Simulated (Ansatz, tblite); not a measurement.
Forces on W₄⁺ at its PBE0-D4/def2-SVP geometry. Charge 1, multiplicity 2.

In the def2 sets W takes a core potential; there is no spin–orbit coupling. The xTB rows come from tblite. The structure comes from a short search, and lower isomers may exist.

GFN1-xTB (tblite), largest force 41.80 eV/Å:

```xyz
4
positions Å, forces eV/Å
W     0.018    0.771    1.286  -18.214    3.125   37.467
W     0.180   -1.486    0.079   25.633  -30.008   13.771
W     1.134    0.791   -0.633   22.506    3.664  -34.527
W    -1.331   -0.075   -0.731  -29.926   23.219  -16.711
```

GFN2-xTB (tblite), largest force 22.87 eV/Å:

```
W -9.852 2.075 20.527
W 13.878 -16.663 7.279
W 12.515 2.149 -18.697
W -16.541 12.439 -9.109
```

PBE-D4/def2-TZVP (Ansatz), largest force 0.53 eV/Å:

```
W -0.092 0.025 0.520
W 0.203 -0.426 0.243
W 0.076 0.126 -0.438
W -0.188 0.275 -0.324
```
